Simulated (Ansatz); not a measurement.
Ge(CCH)2H2 (C₄H₄Ge). Charge 0, multiplicity 1. Geometry PBE0-D4/def2-SVP.

```
atom   x (Å)   y (Å)   z (Å)
 Ge1  -0.659   0.225   0.710
  C2  -0.307  -1.518   0.041
  C3  -0.087  -2.634  -0.387
  H4   0.106  -3.622  -0.766
  C5   0.453   1.466  -0.201
  C6   1.166   2.266  -0.775
  H7   1.796   2.973  -1.285
  H8  -0.339   0.266   2.209
  H9  -2.128   0.577   0.454
```

The 6-31G sets use Cartesian d functions. B3LYP takes the VWN-RPA correlation.

Q: Estimate the orbital energies around the gap (eV) in Ansatz with HF/def2-TZVP, PBE-D4/def2-SVP, BLYP-D4/def2-TZVP, B97M-V/def2-TZVP, B3LYP-D4/6-31G.

A: 
| orbital | HF/def2-TZVP | PBE-D4/def2-SVP | BLYP-D4/def2-TZVP | B97M-V/def2-TZVP | B3LYP-D4/6-31G |
| --- | --- | --- | --- | --- | --- |
| HOMO−13 | -45.13 | -30.29 | -30.27 | -31.69 | -32.46 |
| HOMO−12 | -45.12 | -30.29 | -30.26 | -31.69 | -32.46 |
| HOMO−11 | -27.95 | -18.27 | -18.39 | -20.09 | -20.54 |
| HOMO−10 | -27.75 | -18.05 | -18.18 | -19.91 | -20.34 |
| HOMO−9 | -21.90 | -15.04 | -15.01 | -15.81 | -16.66 |
| HOMO−8 | -20.01 | -13.20 | -13.26 | -14.17 | -14.75 |
| HOMO−7 | -19.29 | -12.75 | -12.80 | -13.53 | -14.29 |
| HOMO−6 | -15.61 | -10.11 | -10.07 | -10.72 | -11.31 |
| HOMO−5 | -14.53 | -9.47 | -9.44 | -9.98 | -10.64 |
| HOMO−4 | -13.74 | -9.01 | -8.97 | -9.43 | -10.16 |
| HOMO−3 | -11.18 | -7.09 | -7.04 | -7.45 | -7.91 |
| HOMO−2 | -11.06 | -7.03 | -6.96 | -7.36 | -7.82 |
| HOMO−1 | -10.87 | -6.89 | -6.83 | -7.22 | -7.70 |
| HOMO | -10.80 | -6.82 | -6.77 | -7.17 | -7.64 |
| LUMO | 3.30 | -1.00 | -1.02 | -0.92 | 0.11 |
| LUMO+1 | 3.32 | -0.97 | -1.01 | -0.91 | 0.16 |
| LUMO+2 | 3.52 | -0.48 | -0.58 | -0.44 | 0.44 |
| LUMO+3 | 4.29 | -0.09 | -0.20 | -0.01 | 1.29 |
| LUMO+4 | 4.50 | 0.88 | 0.24 | 0.48 | 1.64 |
| LUMO+5 | 4.61 | 1.68 | 1.15 | 1.34 | 2.62 |
